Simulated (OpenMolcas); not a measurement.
Nb3+ among 6 point charges of -0.5 e arranged as a trigonal antiprism (D3d), 1.87 Å from the ion, with a polar angle of 58.6° against the regular 54.74°.

```json
{
 "Program": "OpenMolcas 26.06",
 "Method": "SS-CASPT2, IPEA 0.25 Eh, imaginary shift 0.1 Eh (closed shells correlated: 4s 4p)",
 "Basis": "ANO-RCC-VDZP [6s5p3d1f]",
 "Scalar Hamiltonian": "DKH2, point nucleus",
 "Active space": "2 electrons in 5 orbitals (4d)",
 "State averaging": "2S+1 = 3 even, 10 roots; 2S+1 = 1 even, 15 roots",
 "Spin-orbit coupling": "state interaction with AMFI integrals over the reference wave functions"
}
```

**Question.** What is the spin-free ground state (labels of D3, the rotations of D3d)?

**Answer.** 3E, 2-fold in its orbital part, 96 % from free-ion F terms; it has the highest spin that d2 allows.

**Question.** Where is the first state of the same spin?

**Answer.** 3A2 at 225 cm-1 above the ground state. The two act as a nearly degenerate pair, with unquenched orbital momentum.

**Question.** What are the lowest two levels with spin-orbit coupling?

**Answer.** A 2-fold level E with g = 0.00, 0.00, 0.12, then a 1-fold level A1 98 cm-1 above it. Their leading multiplicities are 3 (99 %) and 3 (100 %).

**Question.** What is χT at 300 K, and how does it compare with the textbook value?

**Answer.** The lowest level has 2S+1 = 3, for which the spin-only value is χT = S(S+1) / 2 = 1.000 cm3 K/mol (g = 2). The computed 0.324 at 300 K differs by -0.676, through orbital momentum, spin-orbit coupling and any other state in reach.

Roots that are degenerate in the reference are averaged as groups; the widest CASPT2 spread within a group is 110 cm-1 (the 2-fold group of multiplicity 3 near 0 cm-1 above the lowest state of its run). Shifts and gaps below about the spread of the groups concerned are not significant. An orbital doublet at a regular site is open to a Jahn-Teller distortion, which this geometry leaves out. Free-ion shares, where given, are those of the reference states; single-state CASPT2 does not remix them. Point charges carry no covalency, so the field is a model and not that of real ligands. No measured value stands beside these numbers.

With an even number of electrons the g values are those of a degenerate or nearly degenerate non-Kramers pair.
